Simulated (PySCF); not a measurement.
C3H6OSi, SMILES O1C=C[SiH2]C1.

Geometry optimised at PBE0-D3(BJ)/def2-SVP. The structure was generated by enumeration, and PubChem lists no compound with its InChIKey, so it may never have been made. One conformer was computed; it need not be the lowest.

The numbers are results of TDDFT-PBE0/def2-SVPD (PySCF), not measurements.

Vertical excitations. Isolated molecule, no solvent. State labels are in the subgroup Cs.

Computed excitation energies, oscillator strengths and character:
```csv
state,symmetry,energy (eV),λ (nm),f,main pairs
S1,A",5.95,208,0.000,HOMO→LUMO+1 90 %
S2,A',6.01,206,0.141,HOMO→LUMO 95 %
S3,A",6.06,205,0.005,HOMO→LUMO+2 90 %
S4,A",6.98,178,0.001,HOMO→LUMO+3 86 %
S5,A",7.08,175,0.000,"HOMO−1→LUMO 71 %, HOMO→LUMO+4 27 %"
S6,A",7.09,175,0.008,"HOMO→LUMO+4 65 %, HOMO−1→LUMO 23 %, HOMO→LUMO+3 10 %"
S7,A",7.59,163,0.032,"HOMO→LUMO+5 51 %, HOMO→LUMO+6 44 %"
S8,A",7.68,161,0.000,"HOMO→LUMO+6 54 %, HOMO→LUMO+5 43 %"
S9,A',7.88,157,0.026,"HOMO→LUMO+7 80 %, HOMO−1→LUMO+1 16 %"
S10,A',7.90,157,0.010,HOMO−1→LUMO+2 85 %
T1,A',4.03,307,0,HOMO→LUMO 93 %
T2,A",5.79,214,0,"HOMO→LUMO+1 78 %, HOMO→LUMO+2 20 %"
T3,A",5.92,209,0,"HOMO→LUMO+2 76 %, HOMO→LUMO+1 19 %"
T4,A",6.73,184,0,HOMO−1→LUMO 84 %
```
Triplets are in the Tamm–Dancoff approximation, which puts them higher than full response would, so one can lie above its singlet here.
